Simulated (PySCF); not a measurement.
tetrasiletane (H8Si4), SMILES [SiH2]1[SiH2][SiH2][SiH2]1.

The structure is a stationary point at PBE0-D3(BJ)/def2-SVP.

Method: HF/def2-TZVP in PySCF.

Estimate the frontier levels, gap, dipole moment and polarisability. (Estimate from the structure and the level; the computed values follow.)


```
Property                                                                                                         Result
---------------------------------------------------------------------------------------------  ------------------------
highest occupied level                                                                                         -9.50 eV
lowest empty level                                                                                              2.36 eV
orbital gap                                                                                                    11.86 eV
dipole moment                                                                                                    0.00 D
quadrupole, principal values (traceless, Buckingham form, about the centre of nuclear charge)     -0.68, 0.34, 0.34 D·Å
mean static polarisability                                                                       111.7 bohr³ (16.56 Å³)
polarisability, principal values                                                               92.5, 121.4, 121.4 bohr³
```
